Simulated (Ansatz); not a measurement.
TiS₂⁻, relaxed as a doublet with UKS PBE-D4/def2-TZVPD in Ansatz, starting from the GFN1-xTB geometry. Force threshold 0.02 eV/Å.

The highest occupied level of the charge -1 doublet lies above zero (up to 0.11 eV). By energy differences its removal costs 2.11 eV (vertical, to the charge 0 singlet, at PBE-D4/def2-TZVPD); a positive level beside a positive removal energy at the same level points to self-interaction error. The relaxation made no stability test and no search for a lower SCF solution. The structure comes from a short search, and lower isomers may exist.

Start:

Cartesian coordinates in Å:
```
Ti -0.534 0.323 -0.386
S -0.889 -1.434 0.726
S 1.423 1.111 -0.340
```

```
step  energy (eV)  largest force component (eV/Å)  SCF passes
   1  -44775.2026                           0.591          40
   2  -44775.2228                           0.062          25
   3  -44775.2232                           0.005          24
```

Force components are those of the run's own axes.

End:

```xyz
3

Ti   -0.535    0.324   -0.387
S    -0.912   -1.460    0.737
S     1.447    1.136   -0.350
```

By distances, no bond broke or formed. The bond that changes most is Ti1–S3, from 2.11 to 2.14 Å (atoms count from 1).

No frequencies were taken in this run, so the end may be a saddle point.

It took 4.8 s on 4 threads of Arm Neoverse V2 on a shared host.
